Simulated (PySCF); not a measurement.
# Correlation energy of Pd⁻ (palladium, charge -1)

[Kr] 4d10 5s1, 2S determinant. All numbers are calculated (PySCF 2.14, scalar relativity through the core potential, in aug-cc-pwCVDZ-PP with ECP28MDF). Frozen: 4s2 4p6; 11 electrons correlated.

```tsv
level	correlation energy (mhartree)
CCSD	-347.75
(T)	-17.89
CCSD(T)	-365.64
```

Diagnostics: T1 = 0.063, D1 = 0.2845, largest double amplitude 0.023.

T1 exceeds 0.03, a sign that the reference determinant is poor.

Cost of the coupled-cluster step: roughly 17 core-seconds, for 11 correlated electrons.

Iterations:

```
CC2 = 0
CCSD nocc = (np.int64(6), np.int64(5)), nmo = (66, 66)
frozen orbitals [[0, 1, 2, 3], [0, 1, 2, 3]]
max_cycle = 100
direct = 0
conv_tol = 1e-08
conv_tol_normt = 1e-06
diis_space = 8
diis_start_cycle = 0
Init t2, MP2 energy = -0.377575736610911
Init E_corr(UCCSD) = -0.377575736614501
cycle = 1  E_corr(UCCSD) = -0.332592280340525  dE = 0.0449834563  norm(t1,t2) = 0.130219
cycle = 2  E_corr(UCCSD) = -0.346108121784335  dE = -0.0135158414  norm(t1,t2) = 0.0675082
cycle = 3  E_corr(UCCSD) = -0.3445386232948  dE = 0.00156949849  norm(t1,t2) = 0.0516265
cycle = 4  E_corr(UCCSD) = -0.346962183224599  dE = -0.00242355993  norm(t1,t2) = 0.0343729
cycle = 5  E_corr(UCCSD) = -0.347832316152839  dE = -0.000870132928  norm(t1,t2) = 0.00564779
cycle = 6  E_corr(UCCSD) = -0.347782508062084  dE = 4.98080908e-05  norm(t1,t2) = 0.00148796
cycle = 7  E_corr(UCCSD) = -0.347754908113041  dE = 2.7599949e-05  norm(t1,t2) = 0.000948675
cycle = 8  E_corr(UCCSD) = -0.347748923196978  dE = 5.98491606e-06  norm(t1,t2) = 0.000268156
cycle = 9  E_corr(UCCSD) = -0.34775062634476  dE = -1.70314778e-06  norm(t1,t2) = 9.35573e-05
cycle = 10  E_corr(UCCSD) = -0.347751928706458  dE = -1.3023617e-06  norm(t1,t2) = 3.0351e-05
cycle = 11  E_corr(UCCSD) = -0.347751770833679  dE = 1.57872779e-07  norm(t1,t2) = 1.33529e-05
cycle = 12  E_corr(UCCSD) = -0.347751750004721  dE = 2.08289579e-08  norm(t1,t2) = 5.17886e-06
cycle = 13  E_corr(UCCSD) = -0.347751792724644  dE = -4.27199224e-08  norm(t1,t2) = 1.86196e-06
cycle = 14  E_corr(UCCSD) = -0.347751794534526  dE = -1.80988174e-09  norm(t1,t2) = 7.38759e-07
UCCSD converged
E(UCCSD) = -126.9457853818216  E_corr = -0.3477517945345256
UCCSD(T) correction = -0.0178873953300897
```
